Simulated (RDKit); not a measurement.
Conformational energy of H₉BOSi₃, SMILES B[SiH2][SiH2]O[SiH3]. Scanned: dihedral H6–B1–Si2–Si3 and dihedral B1–Si2–Si3–O4; all other coordinates were relaxed at GFN2-xTB. GFN2-xTB can order the conformers of Si and Ge chains otherwise than DFT does.

Atom numbering (GFN2-xTB optimised geometry, Å):
```
14

B     -1.3919    -0.3967     1.1617
Si    -1.4283     0.8703    -0.3457
Si     0.6110     0.9575    -1.4596
O      1.5528    -0.1305    -0.6060
Si     1.5373    -1.1422     0.6246
H     -1.9294    -1.4402     1.0507
H     -1.3346     0.0197     2.2634
H     -1.7493     2.2761    -0.0006
H     -2.4397     0.5974    -1.3949
H      1.4578     2.1539    -1.3944
H      0.7530     0.4260    -2.8198
H      2.4886    -0.6877     1.6301
H      0.1164    -1.0066     1.1563
H      1.7562    -2.4966     0.1342
```

Calculation: UFF // GFN2-xTB run with RDKit.

Energy in kJ/mol above the lowest grid point; x is the dihedral H6–B1–Si2–Si3 (°), y the dihedral B1–Si2–Si3–O4 (°).

```csv
y \ x,-150,-120,-90,-60,-30,0,30,60,90,120,150,180
180,70.2,62.3,67.8,67.1,60.2,59.7,66.5,65.1,71.3,60.2,63.7,61.3
150,69.4,68.0,71.7,66.3,67.0,62.8,69.5,67.6,70.4,66.2,69.0,64.9
120,74.2,70.8,74.8,67.5,72.9,71.3,76.4,71.1,76.0,67.3,73.1,71.3
90,74.5,72.1,73.6,61.4,67.3,54.9,63.3,73.0,68.8,62.9,65.7,56.3
60,0.0,6.0,70.0,61.9,61.3,41.9,6.6,24.3,68.2,59.2,58.8,40.8
30,5034.6,1362.3,41.2,83.5,91.3,76.4,30.4,1022.6,3036.0,82.6,91.6,78.4
0,7419.1,3854.2,1782.6,28.5,77.4,98.8,97.6,27.9,1748.4,3860.7,7401.3,100.5
-30,90.6,83.0,3036.8,1097.3,29.2,79.8,90.1,79.9,43.3,1346.6,4973.0,77.6
-60,58.5,61.9,69.0,24.6,9.1,40.7,57.2,61.1,67.7,6.5,4.5,39.4
-90,66.6,64.0,71.6,69.6,75.0,53.9,64.1,61.4,73.9,71.9,83.2,57.0
-120,74.0,68.3,72.6,71.5,75.2,70.8,74.3,67.3,76.4,70.6,74.0,73.4
-150,68.9,65.3,70.5,67.4,69.5,63.8,68.9,66.7,74.3,70.2,70.0,65.9
```

The six lowest points that lie below all their neighbours on the grid: x = -150, y = 60 (0.0 kJ/mol); x = 150, y = -60 (4.5 kJ/mol); x = 30, y = 60 (6.6 kJ/mol); x = -30, y = -60 (9.1 kJ/mol); x = 60, y = 0 (27.9 kJ/mol); x = -60, y = 0 (28.5 kJ/mol). The lowest path on the grid from the first to the second passes x = 60, y = -60 at 61.1 kJ/mol.
